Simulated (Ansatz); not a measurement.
Br3ClTi, SMILES `[Cl][Ti]([Br])([Br])[Br]` at its PBE0-D4/def2-TZVP geometry, where that method's forces vanish. The species carries charge 0 and has multiplicity 1.

```xyz
5

Cl   -0.6402   -2.0073    0.6088
Ti   -0.0096   -0.0301    0.0091
Br    2.0662   -0.1542   -1.0085
Br   -1.5447    0.8540   -1.4815
Br    0.1282    1.3376    1.8720
```

(1) What forces (eV/Å) does ωB97M-V/def2-TZVPP give on these atoms in Ansatz? (An estimate is asked.)

Answers

(1) Ansatz gave: 
```
Cl1 -0.004 -0.014  0.004
Ti2  0.011  0.035 -0.010
Br3 -0.016 -0.001  0.008
Br4  0.011 -0.008  0.012
Br5 -0.001 -0.012 -0.014
```
